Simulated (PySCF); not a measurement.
**Deuteron quadrupole couplings in `COC[n+]1ncoc1F`**

C4H6FN2O2 (charge +1).
Cartesian coordinates in Å at the GFN2-xTB level; atoms count from 1:
```
atom  x, y, z in Å
C1     2.288   -0.008    0.226
O2     1.373   -1.022   -0.200
C3     0.491   -0.676   -1.156
N4    -0.757   -0.083   -0.552
N5    -1.594    0.700   -1.250
C6    -2.557    0.991   -0.453
O7    -2.389    0.428    0.763
C8    -1.264   -0.232    0.661
F9    -0.774   -0.895    1.634
H10    2.974   -0.503    0.909
H11    1.777    0.804    0.748
H12    2.844    0.390   -0.624
H13    0.162   -1.575   -1.693
H14    0.835    0.085   -1.872
H15   -3.415    1.604   -0.669
```

Level: PBE0/pcSseg-1 (PySCF, non-relativistic); Q(2H) = 0.00286 b; rigid geometry, the same for H and D, with no vibrational averaging.

Question: Rank these positions by the coupling χzz of a deuteron there, largest first.
A. H15 (aromatic hydrogen)
B. H11 (methyl hydrogen)
C. H14 (methylene hydrogen)

Answer: A (210 kHz), B (198 kHz), C (178 kHz).

Question: What are Vzz, η and χzz (234.96 MHz × Q × Vzz) at all hydrogens?

Answer: 
```tsv
atom	bonded to	bond length (Å)	Vzz (au)	η	χzz (kHz)
H10	C1	1.087	0.3004	0.08	202
H11	C1	1.093	0.2949	0.11	198
H12	C1	1.091	0.2923	0.10	196
H13	C3	1.098	0.2703	0.06	182
H14	C3	1.100	0.2648	0.08	178
H15	C6	1.076	0.3128	0.09	210
```

Question: How does χzz go with the bond length over the 6 C–H bonds?

Answer: A straight-line fit has a slope of -13.4 kHz for each 0.01 Å, with a correlation coefficient of -0.94, over lengths from 1.076 to 1.100 Å. The longer bonds have the smaller couplings here.

Question: Give the 2H NMR doublet splittings at H10 for a magnetic field along the z, y and x axes of the gradient: 3χ/2, 3χ(1 + η)/4, 3χ(1 − η)/4.

Answer: With |χ| = 201.9 kHz and η = 0.080: 303, 164 and 139 kHz, to first order and without motion.

Isolated species at its GFN2-xTB geometry (one conformer only). GFN2-xTB bond lengths can be off by several hundredths of an ångström, more for odd bonds, and the gradients follow them. With so small a basis the couplings can be 20 % off.
